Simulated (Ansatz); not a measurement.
Ansatz (a program for electronic structure) input:
A basis named .json is the Basis Set Exchange file of that set.

Ansatz 0.2 input:
```yaml
crystal:
  periodic: [false, false, false]
  atoms:
    - {symbol: Si, position_ang: [0.01370042, 0.15400139, 0.13077088]}
    - {symbol: O, position_ang: [-0.03250469, -1.33241018, -0.97661263]}
    - {symbol: O, position_ang: [1.59944692, 0.27781399, -0.13679961]}
    - {symbol: N, position_ang: [-0.89644637, 1.38425392, -0.52138503]}
    - {symbol: N, position_ang: [-0.65250966, -0.48607899, 1.51727762]}
    - {symbol: H, position_ang: [-0.85777412, -1.65744755, -1.36861959]}
    - {symbol: H, position_ang: [2.20390934, 0.78619736, 0.41142877]}
    - {symbol: H, position_ang: [-1.87388912, 1.53248722, -0.32481400]}
    - {symbol: H, position_ang: [-0.50767715, 2.09249100, -1.12482202]}
    - {symbol: H, position_ang: [-0.35628381, -1.35367292, 1.93790020]}
    - {symbol: H, position_ang: [-1.21886837, 0.06736196, 2.14198208]}
    - {symbol: H, position_ang: [0.72593175, -1.47389160, -1.56779791]}
basis:
  gaussian:
    orbitals: cc-pV_D+d_Z.json
total_charge: 1
magnetization: {spin_polarized: false}
correlation: {method: ccsd_t, electrons: outside_noble_gas}
```

Q: What final total energy does it print?

A: -552.44775 Eh (CCSD(T)/cc-pV(D+d)Z). The basis has 114 functions.

It need not be the lowest isomer of its formula.
